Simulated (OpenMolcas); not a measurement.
**Multiconfigurational calculation on Pm⁴⁺**

Input:

```
&GATEWAY
Coord
1

Pm 0.0 0.0 0.0
Basis=ANO-R2
Group=XYZ
NoMove
AngMom=0.0 0.0 0.0
AMFI
&SEWARD
&RASSCF
FileOrb=start.orb
Symmetry=2
Spin=4
nActEl=3 0 0
Inactive=15 12
Ras2=0 7
CIRoot=35 35 1
SDav=35
CIMx=300
Iter=120 100
PrWF=0.3
OrbListing=Nothing
MaxOrb=0
Atom
>>> COPY $Project.JobIph JOBPRE
&RASSCF
FileOrb=start.orb
Symmetry=2
Spin=4
nActEl=3 0 0
Inactive=15 12
Ras2=0 14
CIRoot=30 30 1
SDav=364
CIMx=300
Iter=120 100
PrWF=0.3
OrbListing=Nothing
MaxOrb=0
Atom
>>> COPY $Project.JobIph JOB001
&RASSCF
FileOrb=start.orb
Symmetry=2
Spin=2
nActEl=3 0 0
Inactive=15 12
Ras2=0 14
CIRoot=43 43 1
SDav=910
CIMx=300
Iter=120 100
PrWF=0.3
OrbListing=Nothing
MaxOrb=0
Atom
>>> COPY $Project.JobIph JOB002
&RASSI
NrOfJobIphs=2 30 43
1 2 3 4 5 6 7 8 9 10 11 12 13 14 15 16 17 18 19 20 21 22 23 24 25 26 27
28 29 30
1 2 3 4 5 6 7 8 9 10 11 12 13 14 15 16 17 18 19 20 21 22 23 24 25 26 27
28 29 30 31 32 33 34 35 36 37 38 39 40 41 42 43
IphNames
JOB001
JOB002
EJob
SpinOrbit
DIPRint=1.0
SOCoupling=1000.0
Subsets=2
MEES
Property=10
'ANGMOM' 1 'ANGMOM' 2 'ANGMOM' 3 'MLTPL  1' 1 'MLTPL  1' 2 'MLTPL  1' 3
'AMFI' 1 'AMFI' 2 'AMFI' 3 'MLTPL  2' 6
SOProperty=3
'ANGMOM' 1 'ANGMOM' 2 'ANGMOM' 3
```

A driver script runs the steps one by one and writes start.orb anew before each from the orbitals found so far.

Output, cut to the results:

```
--- SEWARD ---
Basis set label: PM.ANO-R...8S6P4D4F1G.

      Electronic valence basis set:
      ------------------
      Associated Effective Charge  61.000000 au
      Associated Actual Charge     61.000000 au
      Nuclear Model: Finite nucleus - Gaussian distribution
        Gaussian exponent, Xi/bohr**(-2):  1.70600E+08

      Shell  nPrim  nBasis  Cartesian Spherical Contaminant
         s      25       8        X
         p      19       6        X
         d      12       4                 X
         f      10       4                 X
         g       5       1                 X
                  Relativistic X2C integrals
                  Atomic mean-field integrals
--- RASSCF ---
Wave function specifications:
      -----------------------------

      Number of closed shell electrons          54
      Number of electrons in active shells       3
      Max number of holes in RAS1 space          0
      Max nr of electrons in RAS3 space          0
      Number of inactive orbitals               27
      Number of active orbitals                 14
      Number of secondary orbitals              42
      Spin quantum number                      1.5
      State symmetry                             2
Orbital specifications:
      -----------------------

      Symmetry species                           1   2
                                                ag  au
      Frozen orbitals                            0   0
      Inactive orbitals                         15  12
      Active orbitals                            0  14
      RAS1 orbitals                              0   0
      RAS2 orbitals                              0  14
      RAS3 orbitals                              0   0
      Secondary orbitals                        22  20
      Deleted orbitals                           0   0
      Number of basis functions                 37  46
      Number of CSFs                           364
      Number of root(s) required                30
      Iter CI   SX   CI       RASSCF       Energy    max ROT     max BLB   max BLB  Level Ln srch  Step   QN
          iter iter root      energy       change     param      element    value   shift minimum  type update
 Nr of preliminary CI iterations:   1
      Total energies have been shifted. Add               -10000.00 au
        1   1    7    0   -13.42320131    0.00E+00   4.99E-01*  14  34 2 -1.97E-03*  0.00   0.00    SX    NO
        2   1    7    0   -13.42739966   -4.20E-03*  7.32E-02   14  34 2  2.04E-03*  0.00   0.00    SX    NO
        3   1    7    0   -13.42747825   -7.86E-05*  3.56E-02   14  41 2 -1.61E-03*  0.00   0.00    SX    NO
        4   1    6    0   -13.42749287   -1.46E-05*  2.33E-02   14  41 2  1.11E-03*  0.00   0.00    SX    NO
        5   1    6    0   -13.42750103   -8.15E-06* -9.86E-03   14  34 2 -9.49E-04*  0.00   0.54    LS   YES
        6   1    6    0   -13.42752066   -1.96E-05* -1.85E-03   10  26 1  3.20E-04*  0.00   1.07    QN   YES
        7   1    6    0   -13.42752082   -1.69E-07*  1.44E-04   10  26 1 -2.12E-04*  0.00   0.70    QN   YES
        8   1    5    0   -13.42752086   -3.83E-08*  4.84E-05   10  26 1 -1.15E-05   0.00   1.09    QN   YES
        9   1    3    0   -13.42752086   -3.66E-10  -1.83E-05   10  26 1 -7.31E-06   0.00   1.21    QN   YES
      Convergence after  9 iterations
       10   1    3    0   -13.42752086   -4.00E-11  -1.83E-05   10  26 1  4.15E-06   0.00   1.21    QN   YES
      Natural orbitals and occupation numbers for root  1
      sym 2:   0.857238   0.037626   0.129606   0.209550   0.292906   0.684112   0.786567   0.000545   0.000165   0.000030
               0.000102   0.000634   0.000693   0.000226
      Natural orbitals and occupation numbers for root  2
      sym 2:   0.915061   0.277939   0.024493   0.701022   0.348916   0.081235   0.648937   0.000064   0.000516   0.000742
               0.000020   0.000272   0.000219   0.000563
      Natural orbitals and occupation numbers for root  3
      sym 2:   0.258737   0.930560   0.022674   0.732224   0.219912   0.066024   0.767473   0.000616   0.000018   0.000201
               0.000583   0.000051   0.000754   0.000172
::    RASSCF root number  1 Total energy: -10013.48108969
::    RASSCF root number  2 Total energy: -10013.48108969
::    RASSCF root number  3 Total energy: -10013.48108969
::    RASSCF root number  4 Total energy: -10013.48108969
::    RASSCF root number  5 Total energy: -10013.48108969
...
--- RASSI ---
SPIN-FREE ENERGIES:
  (Shifted by EMIN (a.u.) =     -10013.4810896925)

 SF State       Relative EMIN(au)   Rel lowest level(eV)    D:o, cm**(-1)      L_eff

     1             0.0000000000        0.0000000000              0.0000         6.0
     2             0.0000000000        0.0000000000              0.0000         6.0
     3             0.0000000000        0.0000000000              0.0000         6.0
     4             0.0000000000        0.0000000000              0.0000         6.0
     5             0.0000000000        0.0000000000              0.0000         6.0
     6             0.0000000000        0.0000000000              0.0000         6.0
     7             0.0000000000        0.0000000000              0.0000         6.0
     8             0.0000000000        0.0000000000              0.0000         6.0
     9             0.0000000000        0.0000000000              0.0000         6.0
    10             0.0000000000        0.0000000000              0.0000         6.0
    11             0.0000000000        0.0000000000              0.0000         6.0
    12             0.0000000000        0.0000000000              0.0000         6.0
    13             0.0000000000        0.0000000000              0.0000         6.0
    31             0.0717487115        1.9523819023          15747.0220         5.0
    32             0.0717487115        1.9523819023          15747.0220         5.0
    33             0.0717487115        1.9523819023          15747.0220         5.0
    34             0.0717487115        1.9523819023          15747.0220         5.0
    35             0.0717487115        1.9523819023          15747.0220         5.0
    36             0.0717487115        1.9523819023          15747.0220         5.0
    37             0.0717487115        1.9523819023          15747.0220         5.0
    38             0.0717487115        1.9523819023          15747.0220         5.0
...
```

Levels above the lowest, from the spin-orbit matrix, grouped by J:

```csv
Configuration,Term,J,E (eV),g,Term weight %,Second
4f³,⁴I°,9/2,0.0000,0.732,97,3 ²H°
4f³,⁴I°,11/2,0.3191,0.966,99,
4f³,⁴I°,13/2,0.6607,1.107,100,
4f³,⁴I°,15/2,1.0137,1.199,99,
4f³,²H°,9/2,2.1809,0.964,74,17 ²G°
4f³,⁴F°,3/2,2.1849,0.424,95,5 ²D°
4f³,⁴F°,5/2,2.3592,1.032,98,2 ²D°
4f³,⁴S°,3/2,2.4985,1.960,95,5 ²P°
4f³,⁴F°,7/2,2.5159,1.202,89,10 ²G°
4f³,⁴F°,9/2,2.6925,1.261,79,13 ²H°
4f³,²H°,11/2,2.7254,1.095,96,3 ⁴G°
4f³,²G°,7/2,3.0626,0.935,79,11 ⁴G°
4f³,⁴G°,5/2,3.3175,0.570,100,
4f³,²K°,13/2,3.3418,0.934,100,
4f³,²G°,9/2,3.5190,1.135,54,24 ⁴G°
4f³,⁴G°,7/2,3.5492,0.974,89,11 ²G°
4f³,²K°,15/2,3.7288,1.068,99,
```

High states are left out of the spin-orbit mixing, which shifts the levels that they would mix with. Without dynamic correlation excited terms often stand tens of per cent too high (terms of higher spin than the ground term too low), and those without a measured partner can miss by more than the paired ones. Active for correlation alone: 5f; no level in the range computed is led by a configuration that fills it, so any true level of that kind is missing. Levels of configurations outside the active space are missing. The first state left out of the spin-orbit step lies near 38000 cm-1 above the lowest spin-free state of the reference (among the parities and spins computed), and the list stops at four fifths of that energy or lower.

The term weight is that of the spin-free term in the level, not the purity of its configuration. ° marks odd parity.
